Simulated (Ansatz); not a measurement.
Correlation energies of `CC(C)c1cccc(O)c1` by basis set

Z-matrix (Å, degrees):
```
C
C 1 1.526
H 1 1.093 2 111.0
H 1 1.093 2 110.6 3 -119.6
H 1 1.092 2 111.3 3 120.0
C 2 1.510 1 111.5 3 -63.7
C 2 1.526 1 111.1 3 61.4
H 2 1.096 1 107.7 3 179.1
C 6 1.392 2 121.3 1 62.2
C 6 1.389 2 120.1 1 -117.9
H 7 1.093 2 111.0 1 -61.4
H 7 1.092 2 111.2 1 178.6
H 7 1.093 2 110.7 1 58.1
C 9 1.386 6 120.2 2 180.0
H 9 1.084 6 120.1 2 -0.0
C 10 1.390 6 121.0 2 -180.0
H 10 1.088 6 119.4 2 0.0
C 14 1.385 9 121.1 6 0.0
H 14 1.084 9 119.7 6 180.0
O 16 1.357 10 122.2 6 180.0
H 18 1.083 14 121.7 9 180.0
H 20 0.961 16 109.1 10 -0.0
```

Total charge 0; spin multiplicity 1. The structure was optimised at the PBE0-D4/def2-TZVP level. It is one conformer, not always the lowest. Frozen core, restricted reference, Ansatz 0.2.0. CBS rows extrapolate triple and quadruple zeta; past MP2 they add the triple-zeta difference.

```tsv
basis	HF (Eh)	MP2 corr.	CCSD corr.	(T)	CCSD(T) total
def2-SVP	-422.35776	-1.39839	-1.47236	-0.05641	-423.88653
def2-TZVPP	-422.82648	-1.71039	-1.75901	-0.08463	-424.67012
def2-QZVPP	-422.84488	-1.82175	–	–	–
CBS(def2)	-422.84741	-1.90424	-1.95286	as TZ	-424.88490
```
